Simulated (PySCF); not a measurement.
# Computed records: BClF

Calculation on a computer-drawn molecule: vertical ionisation energy to the stated ion spin, frozen-core CCSD(T) at the basis limit and cheaper methods, single-reference cases, UHF for radicals, no spin-orbit; all values are single points at the evaluated structure, the first of each entry, which is the reference or a displaced copy of it and isn't optimised; the reference structure only sets the zero of the energies above reference; triples share is (T) over the correlation energy. Program: PySCF 2.14.0.

Common to all runs: charge 1; multiplicity 1; ion multiplicity 2; diffuse functions no; basis cc-pV(n+d)Z; reference is the Hartree-Fock double-zeta minimum; best is HF at quadruple zeta + MP2 correlation extrapolated from triple and quadruple zeta + CCSD(T) minus MP2 at triple zeta; basis step is the size of the change from the same recipe one zeta lower.

```json
{"entry": 1, "formula": "BClF", "evaluated_structure": {"atoms_angstrom": [["F", -2.2022, 1.0067, 0.9898], ["B", -1.5096, 1.171, -0.0777], ["Cl", -0.7035, 1.5319, -1.4525]]}, "reference_structure": {"atoms_angstrom": [["F", -2.1511, 0.9539, 1.017], ["B", -1.5513, 1.186, -0.0297], ["Cl", -0.7657, 1.4901, -1.401]]}, "given": {"drawn_bonds_atom": [1, 2], "drawn_bonds_other_atom": [2, 3], "drawn_bonds_order": [1, 1]}, "results": {"ionisation_energy_best [eV]": 21.5, "ionisation_energy_basis_step [eV]": 0.08248, "energy_above_reference_best [kcal/mol]": 2.563, "energy_above_reference_basis_step [kcal/mol]": 0.6482, "triple_zeta_method": ["HF", "PBE", "r2SCAN", "B3LYP", "wB97X", "MP2", "CCSD", "CCSD(T)"], "triple_zeta_ionisation_energy [eV]": [20.29, 21.23, 21.34, 21.39, 21.36, 21.42, 21.26, 21.31], "triple_zeta_energy_above_reference [kcal/mol]": [4.235, 1.396, 2.376, 2.344, 2.485, 2.113, 2.49, 2.05], "ionisation_energy_Koopmans_at_triple_zeta [eV]": 21.73, "ionisation_energy_EOM_CCSD_at_triple_zeta [eV]": 21.44, "total_energy_HF_triple_zeta [hartree]": -583.4430, "total_energy_CCSD(T)_triple_zeta [hartree]": -583.9885, "total_energy_best [hartree]": -584.0799, "T1_diagnostic_at_triple_zeta": 0.01596, "D1_diagnostic_at_triple_zeta": 0.04218, "ion_T1_diagnostic_at_triple_zeta": 0.02313, "ion_D1_diagnostic_at_triple_zeta": 0.08838, "ion_spin_squared_at_triple_zeta": 0.7611, "triples_share_at_triple_zeta": 0.03917, "basis_functions_triple_zeta": 99}}
{"entry": 2, "formula": "BClF", "evaluated_structure": {"atoms_angstrom": [["F", -2.2022, 1.0067, 0.9898], ["B", -1.3946, 1.1983, -0.2549], ["Cl", -0.5885, 1.5592, -1.6297]]}, "reference_structure": {"atoms_angstrom": [["F", -2.1511, 0.9539, 1.017], ["B", -1.5513, 1.186, -0.0297], ["Cl", -0.7657, 1.4901, -1.401]]}, "given": {"drawn_bonds_atom": [1, 2], "drawn_bonds_other_atom": [2, 3], "drawn_bonds_order": [1, 1]}, "results": {"ionisation_energy_best [eV]": 21.78, "ionisation_energy_basis_step [eV]": 0.0994, "energy_above_reference_best [kcal/mol]": 33.52, "energy_above_reference_basis_step [kcal/mol]": 2.174, "triple_zeta_method": ["HF", "PBE", "r2SCAN", "B3LYP", "wB97X", "MP2", "CCSD", "CCSD(T)"], "triple_zeta_ionisation_energy [eV]": [20.66, 21.18, 21.36, 21.51, 21.65, 21.79, 21.59, 21.59], "triple_zeta_energy_above_reference [kcal/mol]": [41.51, 29.23, 33.02, 32.95, 33.55, 32.71, 34.17, 32.38], "ionisation_energy_Koopmans_at_triple_zeta [eV]": 22.13, "ionisation_energy_EOM_CCSD_at_triple_zeta [eV]": 21.74, "total_energy_HF_triple_zeta [hartree]": -583.3835, "total_energy_CCSD(T)_triple_zeta [hartree]": -583.9402, "total_energy_best [hartree]": -584.0305, "T1_diagnostic_at_triple_zeta": 0.01979, "D1_diagnostic_at_triple_zeta": 0.05238, "ion_T1_diagnostic_at_triple_zeta": 0.04014, "ion_D1_diagnostic_at_triple_zeta": 0.1847, "ion_spin_squared_at_triple_zeta": 0.761, "triples_share_at_triple_zeta": 0.04226, "basis_functions_triple_zeta": 99}}
{"entry": 3, "formula": "BClF", "evaluated_structure": {"atoms_angstrom": [["F", -2.1227, 0.8567, 1.0563], ["B", -1.5448, 1.0885, -0.0487], ["Cl", -0.7828, 1.4584, -1.4382]]}, "reference_structure": {"atoms_angstrom": [["F", -2.1511, 0.9539, 1.017], ["B", -1.5513, 1.186, -0.0297], ["Cl", -0.7657, 1.4901, -1.401]]}, "given": {"drawn_bonds_atom": [1, 2], "drawn_bonds_other_atom": [2, 3], "drawn_bonds_order": [1, 1]}, "results": {"ionisation_energy_best [eV]": 21.51, "ionisation_energy_basis_step [eV]": 0.08209, "energy_above_reference_best [kcal/mol]": 1.276, "energy_above_reference_basis_step [kcal/mol]": 0.48, "triple_zeta_method": ["HF", "PBE", "r2SCAN", "B3LYP", "wB97X", "MP2", "CCSD", "CCSD(T)"], "triple_zeta_ionisation_energy [eV]": [20.3, 21.25, 21.36, 21.41, 21.38, 21.43, 21.28, 21.32], "triple_zeta_energy_above_reference [kcal/mol]": [2.472, 0.4254, 1.139, 1.113, 1.207, 0.9265, 1.206, 0.8883], "ionisation_energy_Koopmans_at_triple_zeta [eV]": 21.74, "ionisation_energy_EOM_CCSD_at_triple_zeta [eV]": 21.46, "total_energy_HF_triple_zeta [hartree]": -583.4458, "total_energy_CCSD(T)_triple_zeta [hartree]": -583.9904, "total_energy_best [hartree]": -584.0819, "T1_diagnostic_at_triple_zeta": 0.01559, "D1_diagnostic_at_triple_zeta": 0.0411, "ion_T1_diagnostic_at_triple_zeta": 0.02247, "ion_D1_diagnostic_at_triple_zeta": 0.08541, "ion_spin_squared_at_triple_zeta": 0.761, "triples_share_at_triple_zeta": 0.03889, "basis_functions_triple_zeta": 99}}
{"entry": 4, "formula": "BClF", "evaluated_structure": {"atoms_angstrom": [["F", -2.1417, 0.9621, 1.0469], ["B", -1.5352, 1.2439, -0.0572], ["Cl", -0.7736, 1.4871, -1.4397]]}, "reference_structure": {"atoms_angstrom": [["F", -2.1511, 0.9539, 1.017], ["B", -1.5513, 1.186, -0.0297], ["Cl", -0.7657, 1.4901, -1.401]]}, "given": {"drawn_bonds_atom": [1, 2], "drawn_bonds_other_atom": [2, 3], "drawn_bonds_order": [1, 1]}, "results": {"ionisation_energy_best [eV]": 21.71, "ionisation_energy_basis_step [eV]": 0.08376, "energy_above_reference_best [kcal/mol]": 2.615, "energy_above_reference_basis_step [kcal/mol]": 0.5883, "triple_zeta_method": ["HF", "PBE", "r2SCAN", "B3LYP", "wB97X", "MP2", "CCSD", "CCSD(T)"], "triple_zeta_ionisation_energy [eV]": [20.53, 21.39, 21.52, 21.58, 21.58, 21.65, 21.49, 21.52], "triple_zeta_energy_above_reference [kcal/mol]": [4.348, 1.514, 2.306, 2.364, 2.412, 2.121, 2.603, 2.22], "ionisation_energy_Koopmans_at_triple_zeta [eV]": 21.95, "ionisation_energy_EOM_CCSD_at_triple_zeta [eV]": 21.66, "total_energy_HF_triple_zeta [hartree]": -583.4428, "total_energy_CCSD(T)_triple_zeta [hartree]": -583.9882, "total_energy_best [hartree]": -584.0798, "T1_diagnostic_at_triple_zeta": 0.01565, "D1_diagnostic_at_triple_zeta": 0.04125, "ion_T1_diagnostic_at_triple_zeta": 0.02459, "ion_D1_diagnostic_at_triple_zeta": 0.09982, "ion_spin_squared_at_triple_zeta": 0.761, "triples_share_at_triple_zeta": 0.03902, "basis_functions_triple_zeta": 99}}
```
